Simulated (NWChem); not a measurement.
System: C$_{2}$H$_{3}$O$_{3}$, doublet; SMILES COC([O])=O

```xyz
8

C      0.0760     1.7764     0.0000
O     -0.6846     0.5460     0.0000
C     -0.0096    -0.5928     0.0000
O     -0.6476    -1.6858     0.0000
O      1.2358    -0.7081     0.0000
H      1.1480     1.5752     0.0000
H     -0.2060     2.3337     0.8953
H     -0.2060     2.3337    -0.8953
```
Atoms are numbered in this order, from 1.

This is a stationary point of B3LYP/6-31G* (spherical d), spin-unrestricted (NWChem), point group Cs. B3LYP is NWChem's, with the RPA form of VWN correlation.

Problem. Is it a minimum? If not, what does it relax to?

Solution. No. It has an imaginary frequency of 104i cm⁻¹. Following that mode (on a finer grid) lowers the energy by 0.6 kcal/mol and ends, with real frequencies alone, at point group Cs:
```xyz
8

C      0.0858     1.7978    -0.0834
O     -0.6497     0.5729    -0.3072
C     -0.0372    -0.5437     0.0524
O     -0.6190    -1.6549    -0.1130
O      1.1047    -0.6073     0.5592
H      1.0183     1.7928    -0.6530
H      0.3009     1.9251     0.9802
H     -0.5722     2.5906    -0.4367
```
